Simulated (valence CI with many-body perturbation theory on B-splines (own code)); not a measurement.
## Level structure of W LXII

Calculated by valence CI with perturbative core correlation (CI+MBPT): three valence electrons over a frozen Dirac-Fock core [Ne], radial functions for each j: 11 s, 11 p, 10 d, 8 f, 5 g, 2 h, with the one-electron correlation potential Σ1, the two-electron term Σ2, the three-electron term Σ3, Breit, model QED; selected CI, second order for the rest, scaled by the run's own slope (own B-spline code, finite nucleus).

The last digits are not significant, and no measured levels were compared; by estimate large intervals hold to a few tenths of a per cent, small ones and those within an open d or f shell to about a per cent.

Levels 91 to 135 of 157, with energies above the lowest level, (3s^2 3p1/2) J=1/2. "Leading %" is the weight of the configuration and term that name the level; weights of strongly mixed levels are sums over their largest components and can fall short, so below about 35 % the name and the second component can differ from the true leading terms, or belong to a minority configuration. In the jj column 3d3/2^4 stands for four electrons in 3d with j = 3/2. Lifetimes count E1, E2, E3, M1 and M2 decay at the calculated energies, and are blank where another channel may lead or the interval is too uncertain; long ones can be off by a factor of two.

```tsv
No.	Configuration	Term	J	E (eV)	Leading %	Leading jj	Second component	Lifetime
91	3p3d²	²P°	3/2	1669.9	29	3p1/2 3d5/2^2 (99 %)	24 % 3p3d² ²D°	1.61 ps
92	3p3d²	²F°	5/2	1672.4	39	3p1/2 3d5/2^2 (99 %)	21 % 3p3d² ⁴D°	1.91 ps
93	3p²3d	²D	3/2	1676.1	69	3p3/2^2 3d3/2 (97 %)	12 % 3p²3d ⁴D	194 fs
94	3p3d²	²P°	1/2	1699.5	72	3p1/2 3d5/2^2 (98 %)	20 % 3p3d² ⁴D°	1.41 ps
95	3p²3d	⁴F	9/2	1714.8	62	3p3/2^2 3d5/2 (99 %)	37 % 3p²3d ²G	291 fs
96	3p²3d	²F	7/2	1715.4	51	3p3/2^2 3d5/2 (99 %)	38 % 3p²3d ⁴D	273 fs
97	3p²3d	²P	1/2	1729.3	56	3p3/2^2 3d5/2 (97 %)	28 % 3p²3d ²S	246 fs
98	3p²3d	²D	5/2	1746.1	75	3p3/2^2 3d5/2 (99 %)	16 % 3p²3d ⁴D	272 fs
99	3p²3d	²P	3/2	1757.7	45	3p3/2^2 3d5/2 (96 %)	26 % 3p²3d ²D	234 fs
100	3p²3d	²D	5/2	1760.7	52	3p3/2^2 3d5/2 (96 %)	18 % 3p²3d ⁴P	239 fs
101	3p3d²	⁴F°	3/2	1853.6	31	3p3/2 3d3/2^2 (99 %)	25 % 3p3d² ⁴D°	194 fs
102	3p3d²	⁴F°	5/2	1860.8	37	3p3/2 3d3/2^2 (95 %)	20 % 3p3d² ²F°	204 fs
103	3p3d²	⁴D°	1/2	1862.1	73	3p3/2 3d3/2^2 (99 %)	23 % 3p3d² ²P°	192 fs
104	3p3d²	²G°	7/2	1862.4	34	3p3/2 3d3/2^2 (96 %)	26 % 3p3d² ²F°	212 fs
105	3p3d²	²P°	3/2	1887.5	30	3p3/2 3d3/2^2 (93 %)	20 % 3p3d² ⁴P°	194 fs
106	3p3d²	⁴G°	9/2	1918.8	56	3p3/2 3d3/2 3d5/2 (99 %)	21 % 3p3d² ²G°	314 fs
107	3p3d²	⁴F°	7/2	1924.2	32	3p3/2 3d3/2 3d5/2 (99 %)	21 % 3p3d² ⁴D°	294 fs
108	3p3d²	²H°	11/2	1934.0	57	3p3/2 3d3/2 3d5/2 (94 %)	43 % 3p3d² ⁴G°	365 fs
109	3p3d²	⁴P°	5/2	1936.2	46	3p3/2 3d3/2 3d5/2 (99 %)	37 % 3p3d² ⁴D°	286 fs
110	3p3d²	²S°	1/2	1937.4	44	3p3/2 3d3/2 3d5/2 (99 %)	28 % 3p3d² ⁴P°	266 fs
111	3p3d²	⁴D°	3/2	1938.4	45	3p3/2 3d3/2 3d5/2 (97 %)	32 % 3p3d² ²D°	264 fs
112	3p3d²	²F°	5/2	1938.8	46	3p3/2 3d3/2 3d5/2 (99 %)	40 % 3p3d² ⁴D°	274 fs
113	3p3d²	²G°	7/2	1943.7	36	3p3/2 3d3/2 3d5/2 (98 %)	28 % 3p3d² ⁴D°	299 fs
114	3p3d²	²G°	7/2	1955.6	38	3p3/2 3d3/2 3d5/2 (93 %)	22 % 3p3d² ⁴F°	276 fs
115	3p3d²	²D°	5/2	1958.8	56	3p3/2 3d3/2 3d5/2 (94 %)	13 % 3p3d² ⁴D°	262 fs
116	3p3d²	²P°	3/2	1961.7	40	3p3/2 3d3/2 3d5/2 (96 %)	17 % 3p3d² ²D°	253 fs
117	3p3d²	²G°	9/2	1962.5	74	3p3/2 3d3/2 3d5/2 (98 %)	18 % 3p3d² ²H°	294 fs
118	3p3d²	²D°	3/2	1971.7	54	3p3/2 3d3/2 3d5/2 (95 %)	16 % 3p3d² ⁴S°	258 fs
119	3p3d²	²F°	5/2	1976.4	64	3p3/2 3d3/2 3d5/2 (96 %)	21 % 3p3d² ²D°	270 fs
120	3p3d²	²P°	1/2	1981.7	78	3p3/2 3d3/2 3d5/2 (94 %)	8 % 3p3d² ⁴D°	255 fs
121	3p3d²	⁴G°	11/2	2001.2	57	3p3/2 3d5/2^2 (94 %)	43 % 3p3d² ²H°	587 fs
122	3p3d²	²D°	5/2	2012.5	44	3p3/2 3d5/2^2 (94 %)	22 % 3p3d² ⁴P°	465 fs
123	3p3d²	²F°	7/2	2014.2	50	3p3/2 3d5/2^2 (97 %)	35 % 3p3d² ⁴D°	513 fs
124	3p3d²	⁴F°	9/2	2017.1	53	3p3/2 3d5/2^2 (98 %)	43 % 3p3d² ²G°	466 fs
125	3p3d²	²P°	1/2	2033.6	71	3p3/2 3d5/2^2 (95 %)	18 % 3p3d² ²S°	407 fs
126	3p3d²	²F°	7/2	2048.5	54	3p3/2 3d5/2^2 (96 %)	17 % 3p3d² ⁴D°	399 fs
127	3p3d²	²P°	3/2	2051.1	70	3p3/2 3d5/2^2 (99 %)	9 % 3p3d² ²D°	457 fs
128	3p3d²	²D°	5/2	2051.5	61	3p3/2 3d5/2^2 (98 %)	16 % 3p3d² ²F°	399 fs
129	3p3d²	²P°	3/2	2067.4	53	3p3/2 3d5/2^2 (95 %)	20 % 3p3d² ²D°	366 fs
130	3d³	⁴F	3/2	2080.6	45	3d3/2^3 (98 %)	39 % 3d³ ²D	201 fs
131	3d³	⁴F	5/2	2151.7	82	3d3/2^2 3d5/2 (99 %)	16 % 3d³ ²D	283 fs
132	3d³	⁴P	3/2	2159.3	39	3d3/2^2 3d5/2 (99 %)	32 % 3d³ ⁴F	272 fs
133	3d³	²H	9/2	2161.2	47	3d3/2^2 3d5/2 (99 %)	41 % 3d³ ²G	319 fs
134	3d³	²G	7/2	2162.3	50	3d3/2^2 3d5/2 (97 %)	31 % 3d³ ⁴F	300 fs
135	3d³	⁴P	1/2	2165.7	58	3d3/2^2 3d5/2 (100 %)	42 % 3d³ ²P	267 fs
```
